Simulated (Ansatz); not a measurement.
```yaml
crystal:
  periodic: [false, false, false]
  atoms:
    - {symbol: B, position_ang: [-1.971135, 0.312368, 1.044389]}
    - {symbol: O, position_ang: [-0.597095, -0.293440, 1.041786]}
    - {symbol: C, position_ang: [0.297136, -0.131173, 0.049623]}
    - {symbol: C, position_ang: [0.238909, 0.401804, -0.965215]}
    - {symbol: C, position_ang: [1.811572, -0.864309, 0.139781]}
    - {symbol: H, position_ang: [-2.422587, -0.029785, 1.970130]}
    - {symbol: H, position_ang: [-2.331780, -0.339911, -0.061435]}
    - {symbol: H, position_ang: [-1.839118, 1.468100, 0.597367]}
    - {symbol: H, position_ang: [-0.101525, 1.612386, -0.951650]}
    - {symbol: H, position_ang: [0.866209, 0.547138, -1.720507]}
    - {symbol: H, position_ang: [-0.767011, -0.046708, -1.575422]}
    - {symbol: H, position_ang: [1.971417, -1.629922, -0.358443]}
    - {symbol: H, position_ang: [2.743034, 0.002932, 0.100878]}
    - {symbol: H, position_ang: [1.724444, -1.107255, 1.076698]}
basis:
  gaussian: {orbitals: def2-TZVPP, nuclear_model: gaussian}
hamiltonian: {xc: {name: RPBE}, dispersion: d3bjatm}
relax: {f_tol: 0.001, max_steps: 1}
output: {forces: true}
```

```sh
$ ansatz run in.yaml --threads 4 --pin off --events-out ev --progress --plain --max-ram 10444MiB
```

Output, abridged:

```
Functional definition: RPBE
1391 factors; their error is unknown
mean field evaluation 1: about -5959.0254 eV, gradient 8.5e1 eV
mean field evaluation 2: about -5933.7479 eV, gradient 1.2e2 eV
mean field evaluation 4: about -5976.0324 eV, gradient 1.6e1 eV
mean field evaluation 8: about -5976.5403 eV, gradient 1.9e-1 eV
mean field evaluation 16: about -5976.5137 eV, gradient 5.7e-4 eV
mean field -5976.51370019 eV, -219.6328274553 hartree, gradient 1.6e-5 eV, S^2 0.000000; 0 other end points of the search recorded, 0 dependent functions left out
reference -5976.51375136 eV, -219.6328293360 hartree; 20, 20 occupied and 261, 261 virtual orbitals, 1391 factors
relax step   1: F+E_penalty+E_count = -5977.73790196 eV  Δ(F+E_penalty+E_count) = +0.000e0 eV  max|allowed force component| = 2.077e1 eV/Å  Δτ_max = 0.0000 Å  (36 SCF iters, accepted)
Error: geometry relaxation did not converge after 1 steps: max|allowed force component| = 2.08e1 eV/Å (threshold 1.0e-3). Raise `relax.max_steps` over both its present limit and 1, loosen `relax.f_tol`, or start from a geometry closer to equilibrium. Where this run's directory can be resumed (`checkpoint.write`), a resume goes on for up to `relax.max_steps` more
```

Question: What is wrong with this run?

Answer: The relaxation is allowed too few steps for its threshold. The run did not converge.
